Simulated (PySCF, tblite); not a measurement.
System: H₂B (cation, charge +1), singlet: symmetric bend, bond length relaxed. Scanned: H-B-H angle. Other coordinates (B-H bond length) were minimised at B3LYP/def2-TZVP.

- GFN2-xTB, 300 K electronic temperature (tblite)
- CCSD(T) on RHF/cc-pVTZ, 1 core orbital frozen (PySCF)

Energies relative to the lowest point of each profile, in kcal/mol; the last columns give the difference from CCSD(T):

| a / ° | GFN2-xTB | CCSD(T) | GFN2-xTB − CCSD(T) |
|---|---|---|---|
| 180 | 0.0 | 0.0 | 0.0 |
| 170 | 0.1 | 0.8 | -0.6 |
| 160 | 0.5 | 3.0 | -2.5 |
| 150 | 1.4 | 6.9 | -5.5 |
| 140 | 3.0 | 12.3 | -9.4 |
| 130 | 5.4 | 19.5 | -14.1 |
| 120 | 8.9 | 28.5 | -19.6 |
| 110 | 13.9 | 39.5 | -25.6 |
| 100 | 20.5 | 52.7 | -32.1 |
| 90 | 29.3 | 68.2 | -38.9 |
| 80 | 40.7 | 86.3 | -45.6 |
| 70 | 55.3 | 107.0 | -51.7 |
| 60 | 72.9 | 128.8 | -55.8 |

GFN2-xTB is furthest from CCSD(T) at 60 (-55.8 kcal/mol, below); its mean absolute difference over the points is 23.2 kcal/mol.
